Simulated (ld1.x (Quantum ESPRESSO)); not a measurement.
**u(r) = r·R(r): atom against pseudo-atom (manganese (Mn))**

Columns: radius, all-electron u(r) and pseudo u(r) of the 3s shell (level -85.88 eV) of manganese in the configuration [Ne] 3s2 3p6 3d5 4s2 4p0; PBE, scalar-relativistic, PAW scheme, ld1.x (Quantum ESPRESSO) 7.5.

| r (bohr) | all-electron | pseudo |
| --- | --- | --- |
| 0.100 | -0.2055 | 0.2813 |
| 0.200 | -0.6378 | 0.5451 |
| 0.300 | -0.2555 | 0.7757 |
| 0.400 | 0.3357 | 0.9604 |
| 0.500 | 0.8125 | 1.0910 |
| 0.600 | 1.0945 | 1.1637 |
| 0.700 | 1.2042 | 1.1802 |
| 0.800 | 1.1924 | 1.1464 |
| 0.900 | 1.1082 | 1.0719 |
| 1.000 | 0.9880 | 0.9687 |
| 1.100 | 0.8559 | 0.8493 |
| 1.200 | 0.7262 | 0.7256 |
| 1.300 | 0.6068 | 0.6075 |
| 1.400 | 0.5012 | 0.5014 |
| 1.500 | 0.4102 | 0.4102 |
| 1.600 | 0.3333 | 0.3333 |
| 1.700 | 0.2693 | 0.2693 |
| 1.800 | 0.2167 | 0.2167 |
| 1.900 | 0.1736 | 0.1736 |
| 2.000 | 0.1387 | 0.1387 |
| 2.100 | 0.1105 | 0.1105 |
| 2.200 | 0.0879 | 0.0879 |
| 2.300 | 0.0697 | 0.0697 |
| 2.400 | 0.0553 | 0.0553 |
| 2.500 | 0.0437 | 0.0437 |
| 2.600 | 0.0345 | 0.0345 |

Task: How many radial nodes do the two functions have?

Result: The all-electron 3s function has n − l − 1 = 2 (the table is too coarse to show those close to the nucleus); the pseudo-wave has 0, since the states of the same l below it are removed with the core.

Task: At about which radius was the pseudo-wave matched?

Result: 1.50 bohr, where the columns begin to agree (steps of 0.10 bohr).

Task: Is the pseudo-wave norm-conserving?

Result: No, it belongs to a PAW set: the norm inside the radius is not constrained, and the difference is carried by the augmentation charge.
